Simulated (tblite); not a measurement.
Species: C4H2F4O.
Z-matrix (Å and degrees, GFN2-xTB geometry), rows numbered from 1:
```
O 
C   1  1.1907
C   2  1.5295  1  124.06
F   3  1.3759  2  108.67  1  -167.63
C   3  1.5039  2  112.79  1   -44.39
F   5  1.3416  3  116.00  2   128.14
C   5  1.3305  3  124.23  2   -51.94
F   7  1.3206  5  122.83  3     0.50
F   7  1.3149  5  125.81  3  -179.29
H   2  1.1028  1  123.79  3   179.19
H   3  1.1003  2  109.22  1    76.20
```

Computed values, GFN2-xTB/tblite, gas phase, harmonic and unscaled. The method is semi-empirical: single wavenumbers can be off by several per cent or more. One conformer, not necessarily the lowest.

Harmonic wavenumbers (cm⁻¹): 34.6, 69.1, 115.6, 124.8, 189.3, 261.5, 278.5, 411.7, 438.6, 469.0, 495.4, 574.1, 597.9, 717.7, 884.5, 986.2, 1040.5, 1113.3, 1141.3, 1206.6, 1230.8, 1256.3, 1333.8, 1766.7, 1814.8, 2831.3, 2897.5.

A = 2019, B = 1261, C = 1122 MHz; mass 142.004 u (most abundant isotopes); point group C1, symmetry number 1.

**Question.** Zero-point energy?

**Answer.** Half the sum of the wavenumbers: 12141 cm⁻¹ = 145.24 kJ/mol.

**Question.** Give the ideal-gas entropy at 298.15 K and 1 bar in the rigid-rotor, harmonic-oscillator model (classical rotation).

**Answer.** Translation 170.66, rotation 121.80, vibration 110.15: S = 402.6 J/(mol K).

**Question.** And Cp and H(298.15 K) − H(0)?

**Answer.** Cp = 133.52 J/(mol K), of which vibrations give 100.26 (their classical limit is 27 R = 224.5); H(298.15 K) − H(0) = 26.38 kJ/mol without the zero-point energy, 16.46 from vibrations.

**Question.** How do the functions run with temperature in this model?

**Answer.** 
```json
{"T (K)": "50", "S (J/(mol K))": "248.3", "Cp (J/(mol K))": "55.2", "H − H(0) (kJ/mol)": "2.14", "G − H(0) (kJ/mol)": "-10.27", "ln q(vib)": "0.68"}
{"T (K)": "100", "S (J/(mol K))": "292.8", "Cp (J/(mol K))": "74.6", "H − H(0) (kJ/mol)": "5.41", "G − H(0) (kJ/mol)": "-23.87", "ln q(vib)": "1.91"}
{"T (K)": "373.15", "S (J/(mol K))": "434.5", "Cp (J/(mol K))": "150.9", "H − H(0) (kJ/mol)": "37.06", "G − H(0) (kJ/mol)": "-125.07", "ln q(vib)": "8.24"}
{"T (K)": "500", "S (J/(mol K))": "482.1", "Cp (J/(mol K))": "174.4", "H − H(0) (kJ/mol)": "57.76", "G − H(0) (kJ/mol)": "-183.28", "ln q(vib)": "10.84"}
{"T (K)": "750", "S (J/(mol K))": "559.0", "Cp (J/(mol K))": "204.3", "H − H(0) (kJ/mol)": "105.46", "G − H(0) (kJ/mol)": "-313.82", "ln q(vib)": "15.46"}
{"T (K)": "1000", "S (J/(mol K))": "620.3", "Cp (J/(mol K))": "221.3", "H − H(0) (kJ/mol)": "158.84", "G − H(0) (kJ/mol)": "-461.51", "ln q(vib)": "19.49"}
```

q(vib) and H(0) count from the zero-point level.

**Question.** Blend soft modes into free rotors: weight 1/[1 + (100 cm⁻¹/ν̃)⁴] for the oscillator and the rest for a rotor with moment μB/(μ + B), μ = h/(8π²ν), B = 10⁻⁴⁴ kg m². What vibrational entropy results?

**Answer.** 99.04 J/(mol K) in place of 110.15, which changes −T·S at 298.15 K by +3.32 kJ/mol.

**Question.** Which modes carry the vibrational entropy at 298.15 K?

**Answer.** 34.6 cm⁻¹: 23.21; 69.1 cm⁻¹: 17.48; 115.6 cm⁻¹: 13.27; 124.8 cm⁻¹: 12.66; 189.3 cm⁻¹: 9.35; 261.5 cm⁻¹: 6.91 J/(mol K); the other 21 give 27.27 together.

**Question.** What must be added to the electronic energy to get the Gibbs energy at 298.15 K and 1 bar?

**Answer.** ZPE + [H(298.15 K) − H(0)] − T·S = 145.24 + 26.38 − 120.04 = 51.58 kJ/mol.

Hindered rotation and anharmonicity are outside this model. Other conformers, if any are populated, would add a mixing term that is left out. The structure is chiral; the term R ln 2 for an equal mix with its mirror image is left out.
